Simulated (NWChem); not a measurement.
Molecule: C₃H₇FSi; SMILES F[C@H]1C[C@@H]1[SiH3]

Program: NWChem. All runs use the structure optimised with B3LYP/6-31G* (spherical d). Level: PBE/def2-SVP with SMD, gas-phase geometry; reactions with the solvents are ignored.

| SMD term (kcal/mol) | water | anisole |
|---|---|---|
| distortion of the solute's density | 0.32 | 0.18 |
| polarisation | -3.10 | -2.27 |
| cavity, dispersion and structure | 3.66 | -0.64 |

Task: Sum the solvation free energies, find the transfer free energy from water to anisole and the partition coefficient at 298.15 K.

Result: 
1. ΔG(solv, water) = 0.88 kcal/mol and ΔG(solv, anisole) = -2.73 kcal/mol (1 M gas to 1 M solution).
2. Transfer: -2.73 − (0.88) = -3.61 kcal/mol.
3. log₁₀ K(anisole/water) = −ΔG/(RT ln 10) = 3.61/1.364 = 2.6, so the model puts more of the solute in anisole.
4. Of the transfer energy, 0.69 kcal/mol is electrostatic and -4.30 comes from the non-electrostatic term. The two phases are taken as the pure solvents.
